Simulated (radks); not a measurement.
Dy, configuration [Xe] 4f(up 5, down 5) 6s2 (spins set by hand, not the high-spin state).

Calculated with a radial shooting solver on a logarithmic mesh with Libxc functionals: scalar-relativistic Kohn-Sham, BLYP, spin-polarised, spherical densities, finite nucleus; Fermi nuclear charge, rms radius 5.2218 fm.

Energy parts (eV):
| part | energy |
|---|---|
| total | -330809.30 |
| kinetic | 356845.41 |
| electron-nucleus | -809484.71 |
| Hartree | 129008.54 |
| exchange-correlation | -7178.54 |

Orbitals (lengths in bohr, moments of r in powers of bohr; r(max) is where P^2 peaks; r(90%) holds 90 % of the orbital's charge):
orbital  occ.  eigenvalue (eV)   <1/r>  r(90%)   r(max)      <r>
1s          2        -53656.72   74.55  0.0382  0.01338  0.02112
2s          2        -8935.391   17.33   0.139  0.07604  0.08977
2p          6        -7929.538   16.09   0.129  0.06168  0.07945
3s          2        -1988.560   6.375   0.344   0.2154   0.2346
3p          6        -1679.711   5.976   0.349   0.2117   0.2334
3d         10        -1282.216   5.669   0.330   0.1729   0.2121
4s          2        -392.9497   2.689   0.761   0.4939   0.5299
4p          6        -291.2571   2.466   0.817   0.5159   0.5616
4d         10        -152.7346   2.173   0.917   0.5343   0.6098
4f         10          -2.8865   1.551    1.55   0.5385   0.8836
5s          2         -48.6783   1.018    1.88    1.157    1.301
5p          6         -25.1163  0.8431    2.29    1.323    1.550
6s          2          -3.6265  0.3070    6.11    3.409    4.094

The highest occupied level is 4f at -2.886 eV. The electron density at the nucleus is 7.78e+05 e/bohr^3 (large components only). Summed over all electrons, <r^2> = 77.85 bohr^2, which gives a Langevin (diamagnetic) susceptibility term of -61.7 x 10^-6 cm^3/mol. The density falls to 0.001 e/bohr^3 at r = 5.14 bohr.
